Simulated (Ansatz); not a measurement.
Consider the formal exchange of groups at a C–Cl bond: `CC(Cl)[SiH2]Cl` + CH₄ → `CC(C)[SiH2]Cl` + HCl.

Program: Ansatz. Geometries: PBE0-D4/def2-TZVP. ΔE: electronic, gas phase. CCSD(T)/CBS is the MP2 limit (def2-TZVPP, def2-QZVPP) plus CCSD(T) − MP2 in def2-TZVPP, frozen cores. This one scheme is used for every species. Functionals use def2-TZVPP. B3LYP here is the variant with VWN-RPA as its local correlation; programs differ in this. One conformer a species, not always the lowest.

Question: Is it downhill or uphill in electronic energy at CCSD(T)/CBS, and by how much? (An estimate is asked.)

Answer: Ansatz gave: Downhill: ΔE = -8.9 kJ/mol.

Question: What do these levels give: B3LYP-D4, CAM-B3LYP-D4, ωB97M-V, PBE0, r2SCAN0, BHLYP, HF/def2-TZVPP, MP2/def2-TZVPP, SCS-MP2/def2-TZVPP, HF/def2-QZVPP, SCS-MP2/def2-QZVPP, HF/CBS(def2)? (An estimate is asked.)

Answer: The calculation gave: B3LYP-D4 -3.5, CAM-B3LYP-D4 -7.5, ωB97M-V -7.7, PBE0 -6.4, r2SCAN0 -6.6, BHLYP -5.4, HF/def2-TZVPP -6.1, MP2/def2-TZVPP -11.2, SCS-MP2/def2-TZVPP -9.7, HF/def2-QZVPP -6.3, SCS-MP2/def2-QZVPP -8.0, HF/CBS(def2) -6.3 kJ/mol.

Largest T1 diagnostic among the species: 0.009.

In def2-TZVPP, CCSD(T) changes the Hartree–Fock value by −6.2 kJ/mol (the triples alone add +1.6 kJ/mol) and MP2 by −5.1 kJ/mol. From r2SCAN to r2SCAN0 (25 % exact exchange), in def2-TZVPP and without D4, ΔE moves by −3.7 kJ/mol.
